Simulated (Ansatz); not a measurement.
`[CH3][K]` + HCl → `[Cl][K]` + CH₄ at 400 K and 1 bar (ligand exchange at a K–C bond).

Program: Ansatz. Geometries: PBE0-D4/def2-TZVP. ΔE: electronic, gas phase. CBS: MP2 limit from def2 TZ/QZ plus the TZ coupled-cluster correction, frozen cores. This one scheme is used for every species. For K outer-core shells are correlated without core-valence functions, which leaves a few kJ/mol of doubt a bond. Scalar relativity is left out up to krypton.

```csv
species,CCSD(T)/CBS energy (Eh),H − E (kJ/mol),S (J/(mol·K))
`[CH3][K]`,-639.25569,102.6,273.4
HCl,-460.38127,29.6,195.4
`[Cl][K]`,-1059.29673,15.2,249.8
CH₄,-40.46206,131.3,197.2
```

H − E and S are ideal-gas, rigid-rotor, harmonic terms from PBE0-D4/def2-TZVP. 1 Eh = 2625.50 kJ/mol, R = 8.31446 J/(mol·K).

Problem. By hand: ΔE, ΔH, ΔS and ΔG.

Solution. ΔE = (-1059.29673) + (-40.46206) − (-639.25569) − (-460.38127) = -0.12183 Eh = -319.9 kJ/mol. Δ(H − E) = 15.2 + 131.3 − 102.6 − 29.6 = 14.3, so ΔH = -305.6 kJ/mol. ΔS = 249.8 + 197.2 − 273.4 − 195.4 = -21.8 J/(mol·K). ΔG = -305.6 − 400 × (-21.8)/1000 = -296.9 kJ/mol.

Problem. By hand: the equilibrium constant, and the temperature at which ΔG would vanish if ΔH and ΔS stayed fixed.

Solution. log₁₀ K = −ΔG/(RT ln 10) = 38.8. ΔG = 0 at ΔH/ΔS = 14018 K, far beyond where these terms or the molecules hold.

ΔH outweighs TΔS. A doubt of 5 kJ/mol in ΔE shifts log₁₀ K by 0.7 here. These are equilibria of isolated gas molecules and say nothing of rates. Largest T1 diagnostic: 0.017 (customary marks: 0.02 for closed shells, 0.045 for open ones).
